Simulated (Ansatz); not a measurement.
Stepwise reaction of `[F][In]([F])[Br]` with water, as a gas-phase model of exchange steps in deposition or etching. ΔE in kJ/mol.

Program: Ansatz. Geometries: PBE0-D4/def2-TZVP. ΔE: electronic, gas phase. CCSD(T)/CBS adds triple-zeta CCSD(T) − MP2 to the extrapolated MP2 energy (def2 sets, frozen cores). This one scheme is used for every species. DFT in def2-TZVPP. B3LYP here is the variant with VWN-RPA as its local correlation; programs differ in this. Elements past krypton have def2 core potentials. For Br, In outer-core shells are correlated without core-valence functions, which leaves a few kJ/mol of doubt a bond. Scalar relativity is left out up to krypton. Each species was taken in one conformer, which may not be the lowest.

```tsv
step	reaction	PBE-D4	B3LYP-D4	ωB97M-V	CCSD(T)/CBS
1	`[F][In]([F])[Br]` + H₂O → `[OH][In]([F])[Br]` + H–F	22.6	25.1	25.2	19.5
2	`[OH][In]([F])[Br]` + H₂O → `[OH][In]([OH])[Br]` + H–F	26.5	28.5	27.8	22.3
```

Question: By hand: ΔE of the 2 steps together at CCSD(T)/CBS.

Answer: (19.5) + (22.3) = 41.8 kJ/mol, or 20.9 kJ/mol a step.

In ΔE the steps differ by no more than 2.8 kJ/mol. All are uphill at CCSD(T)/CBS. PBE-D4 differs from CCSD(T)/CBS by 3.1 to 4.2 kJ/mol a step. Isolated molecules leave out the surface, adducts and barriers. Largest T1 diagnostic: 0.014.
